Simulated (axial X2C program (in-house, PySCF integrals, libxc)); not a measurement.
Potential curves of WSi⁻, two-component

Calculated with an in-house all-electron X2C program for linear molecules (integrals from PySCF). Two-component (2c) means X2C with spin–orbit coupling and atomic mean-field two-electron Coulomb and Gaunt terms. Basis: W dyall-acv3z [14s15p10d7f4g], Si dyall-av3z [9s8p3d2f] (cores contracted in-house); Gaussian nuclei, density fitting, unrestricted open shells. Masses: W 183.951 u, Si 27.977 u.

State: Ω = 3/2 (⟨Sz⟩ = 1.46, ⟨Lz⟩ = 0.04 at B3LYP). Energies in cm⁻¹ from the lowest point of each curve. Fits are polynomials in 1 − R0/R over 0.85 to 1.23 times the lowest point R0.

| R (Å) | B3LYP |
| --- | --- |
| 1.9932 | 6664 |
| 2.0848 | 2459 |
| 2.1535 | 799 |
| 2.2223 | 62 |
| 2.2910 | 0 |
| 2.3712 | 506 |
| 2.4514 | 1422 |
| 2.5545 | 2942 |
| 2.6805 | 5034 |
| 2.8638 | 8105 |

The state is a single determinant with fixed occupations, the lowest that a limited PBE0 search found. Density functionals use the spin component along the axis (collinear). Other states lie close and PBE0, whose exact exchange favours high spin, may order them wrongly; the determinant shown need not be the ground state. The nearest other 2c determinant of the search, Ω = 3/2, lies 0.49 eV up at the distance of the search. With several unpaired electrons one determinant need not be a pure state. The highest occupied level of some functionals is positive through self-interaction error; at Hartree–Fock it is bound. This is the top spin component of a Σ state; components of lower Ω are not single determinants and can lie lower. The determinant is spin-polarised beyond a pure state at some levels (its spin-free form has ⟨S²⟩ too high), which makes Re and μ there less reliable.

What are Re and ωe at the B3LYP level?

At B3LYP, 2c: Re = 2.264 Å, ωe ≈ 398 cm⁻¹; Be follows as 0.135 cm⁻¹.
